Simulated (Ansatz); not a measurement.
`[OH][In]([SH])[SeH]`. Charge 0, multiplicity 1. In takes the def2 core potential.

Cartesian coordinates in Å:
```
O -0.387 0.287 -1.947
In -0.068 0.014 -0.013
S 2.188 -0.453 0.531
Se -1.947 0.170 1.619
H -1.303 0.475 -2.165
H 2.557 -0.375 -0.761
H -1.038 -0.118 2.736
```

Problem. List the harmonic frequencies (cm⁻¹, unscaled) at PBE0-D4/def2-TZVP in Ansatz. (An estimate is asked.)

Solution. Ansatz gave: 65, 105, 110, 167, 233, 237, 272, 363, 596, 604, 675, 805, 2443, 2704, 3893.

Problem. Is this a minimum?

Solution. Yes, all 15 modes are real.

Problem. Give the ideal-gas thermochemistry at 298.15 K and 1 bar (rigid rotor, harmonic oscillator; point group Cs, symmetry number 1).

Solution. Zero-point energy 79.4 kJ/mol; H(298) − E = 102.9 kJ/mol; entropy 388.8 J/(mol·K), of which translation 177.5, rotation 122.6, vibration 88.8; G(298) − E = -13.0 kJ/mol. Modes under 100 cm⁻¹ are hindered rotations or soft bends, so the harmonic entropy is rough.
